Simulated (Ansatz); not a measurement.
Isolated molecules relaxed with PBE0-D4/def2-TZVP in Ansatz; ΔE leaves out vibrations. CBS: MP2 limit from def2 TZ/QZ plus the TZ coupled-cluster correction, frozen cores. For Ge outer-core shells are correlated without core-valence functions, which leaves a few kJ/mol of doubt a bond. Scalar relativity is left out up to krypton. One conformer a species, not always the lowest.

Reaction (redistribution): `[SiH3][SiH2][SiH2][SiH3]` + `S[SiH2][SiH2][GeH3]` → `[SiH3][SiH2][SiH2][SiH2][GeH3]` + `[SiH3][SiH2]S`

`[SiH3][SiH2][SiH2][SiH3]`:

```xyz
14

Si    0.113   -1.623   -1.722
Si   -1.391   -0.078   -0.817
Si   -0.733    0.490    1.354
Si    1.454    1.319    1.326
H    -0.306   -2.051   -3.083
H     1.467   -1.011   -1.809
H     0.193   -2.824   -0.847
H    -1.401    1.150   -1.661
H    -2.766   -0.652   -0.814
H    -0.787   -0.725    2.214
H    -1.654    1.510    1.930
H     1.886    1.748    2.683
H     2.383    0.263    0.840
H     1.542    2.484    0.405
```

`S[SiH2][SiH2][GeH3]`:

Cartesian coordinates in Å:
```
S -0.661 -1.792 2.027
Si -1.230 0.179 1.404
Si 0.482 1.127 0.127
Ge 0.910 -0.276 -1.748
H -0.348 -2.221 0.793
H -2.500 0.163 0.626
H -1.462 0.911 2.675
H 1.712 1.241 0.957
H 0.098 2.484 -0.355
H -0.327 -0.333 -2.660
H 1.219 -1.709 -1.277
H 2.106 0.227 -2.571
```

`[SiH3][SiH2][SiH2][SiH2][GeH3]`:

```xyz
17

Si   -1.498    2.180   -0.018
Si    0.510    1.600    1.031
Si    1.816    0.327   -0.433
Si    0.496   -1.407   -1.281
Ge   -0.577   -2.549    0.510
H    -2.353    3.013    0.870
H    -1.216    2.941   -1.265
H    -2.245    0.945   -0.378
H     0.211    0.783    2.241
H     1.237    2.826    1.464
H     2.313    1.190   -1.541
H     2.991   -0.245    0.282
H     1.315   -2.369   -2.071
H    -0.544   -0.833   -2.179
H     0.467   -3.084    1.504
H    -1.415   -3.733   -0.002
H    -1.508   -1.586    1.266
```

`[SiH3][SiH2]S`:

```xyz
9

Si   -1.031   -0.976   -0.623
Si    0.194    0.709    0.438
S     2.259    0.203    0.173
H    -0.677   -1.032   -2.066
H    -2.485   -0.690   -0.491
H    -0.736   -2.292    0.003
H    -0.108    2.036   -0.165
H    -0.152    0.778    1.884
H     2.736    1.265    0.846
```

```
          level  ΔE (eV)
  HF/def2-TZVPP     0.02
CCSD/def2-TZVPP     0.00
```

(1) What does CCSD(T)/CBS give? (An estimate is asked.)

Largest T1 diagnostic among the species: 0.014.

Results:

(1) Computed: 0.00 eV. The listed levels differ from it by 0.02, 0.00 eV.

The D4 term adds −0.03 eV with B3LYP and −0.02 eV with PBE0; it sums over pairs of atoms, weighted by their polarisabilities, and B3LYP, whose exchange is more repulsive, gets the larger term.

B3LYP here is the variant with VWN-RPA as its local correlation; programs differ in this.
